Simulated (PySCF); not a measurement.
PySCF input (M06-2X/6-311+G**):

```python
from pyscf import gto, dft

mol = gto.M(
    atom='''
    O    -1.13600500    0.34081000   -1.29693400
    B    -0.58681600   -0.04588000   -0.20957000
    O    -1.21301500   -0.70080700    0.90022400
    P     1.34888000    0.32112600    0.24821600
    H    -2.14242500   -0.77346400    0.64551100
    H     1.72684700   -0.90749600    0.86201300
    H     1.90862200   -0.02655200   -1.00924100
    ''',
    basis='6-311+g**',
    charge=-1,
    spin=0,
    verbose=4,
)

mf = dft.RKS(mol, xc='m062x')
mf.grids.level = 4
mf.conv_tol = 1e-9
mf.max_cycle = 100
mf.max_memory = 1500
mf.kernel()
if not mf.converged:
    mf = mf.newton()
    mf.kernel(mf.make_rdm1())
mf.dip_moment()
```

From the output:

```
direct_scf = True
direct_scf_tol = 1e-13
XC library pyscf.dft.libxc version 7.1.2
    S. Lehtola, C. Steigemann, M. J. T. Oliveira, and M. A. L. Marques,  SoftwareX 7, 1–5 (2018)
XC functionals = m062x
    Y. Zhao and D. G. Truhlar,  Theor. Chem. Acc. 120, 215 (2008)
    Y. Zhao and D. G. Truhlar,  Theor. Chem. Acc. 120, 215 (2008)
radial grids:
    Treutler-Ahlrichs [JCP 102, 346 (1995); DOI:10.1063/1.469408] (M4) radial grids

becke partition: Becke, JCP 88, 2547 (1988); DOI:10.1063/1.454033
pruning grids: <function nwchem_prune>
grids dens level: 4
symmetrized grids: False
atomic radii adjust function: <function treutler_atomic_radii_adjust>
small_rho_cutoff = 0
Set gradient conv threshold to 3.16228e-05
Initial guess from minao.
tot grids = 160824
init E= -518.659760954421
  HOMO = -0.283523578218563  LUMO = -0.0160600647398262  gap/eV = 7.27805
cycle= 1 E= -518.360084515491  delta_E=  0.3  |g|=    1  |ddm|= 2.19
  HOMO = 0.10267325990468  LUMO = 0.127012115218927  gap/eV = 0.66229
cycle= 2 E= -517.907830338296  delta_E= 0.452  |g|= 1.76  |ddm|= 21.9
  HOMO = -0.0941877319163556  LUMO = 0.130152302117307  gap/eV = 6.10460
cycle= 3 E= -518.561394525448  delta_E= -0.654  |g|= 0.254  |ddm|= 21.3
  HOMO = -0.0882835484120259  LUMO = 0.132229813258414  gap/eV = 6.00047
cycle= 4 E= -518.572010842744  delta_E= -0.0106  |g|= 0.116  |ddm|= 0.295
  HOMO = -0.0896988084934646  LUMO = 0.135002653805364  gap/eV = 6.11444
cycle= 5 E= -518.574365960833  delta_E= -0.00236  |g|= 0.0123  |ddm|= 0.214
  HOMO = -0.0899397711071112  LUMO = 0.135709058451819  gap/eV = 6.14022
cycle= 6 E= -518.574425018588  delta_E= -5.91e-05  |g|= 0.0053  |ddm|= 0.0571
  HOMO = -0.0905595295737915  LUMO = 0.135710957711575  gap/eV = 6.15713
cycle= 7 E= -518.574434615014  delta_E= -9.6e-06  |g|= 0.00136  |ddm|= 0.0184
  HOMO = -0.0906659711210501  LUMO = 0.135733785266326  gap/eV = 6.16065
cycle= 8 E= -518.57443576814  delta_E= -1.15e-06  |g|= 0.000312  |ddm|= 0.00685
  HOMO = -0.0906563560429113  LUMO = 0.13573409982598  gap/eV = 6.16040
cycle= 9 E= -518.574435846381  delta_E= -7.82e-08  |g|= 0.000112  |ddm|= 0.00152
  HOMO = -0.0906752197639627  LUMO = 0.135736709182219  gap/eV = 6.16098
cycle= 10 E= -518.574435851601  delta_E= -5.22e-09  |g|= 4.17e-05  |ddm|= 0.000295
  HOMO = -0.0906715042344524  LUMO = 0.135737568394417  gap/eV = 6.16090
cycle= 11 E= -518.574435852371  delta_E= -7.71e-10  |g|= 5.48e-06  |ddm|= 0.000136
  HOMO = -0.0906727801556516  LUMO = 0.135737368408533  gap/eV = 6.16093
Extra cycle  E= -518.574435852385  delta_E= -1.38e-11  |g|= 4.13e-06  |ddm|= 3.45e-05
converged SCF energy = -518.574435852385

WARN: System has nonzero charge -1; the dipole moment is origin-dependent.
Location of origin: [0. 0. 0.]

Dipole moment(X, Y, Z, Debye):  0.70841, -1.47176,  1.83660
```

The dipole moment of an ion depends on the origin.

The geometry given is a B3LYP-D3(BJ)/def2-TZVP minimum.
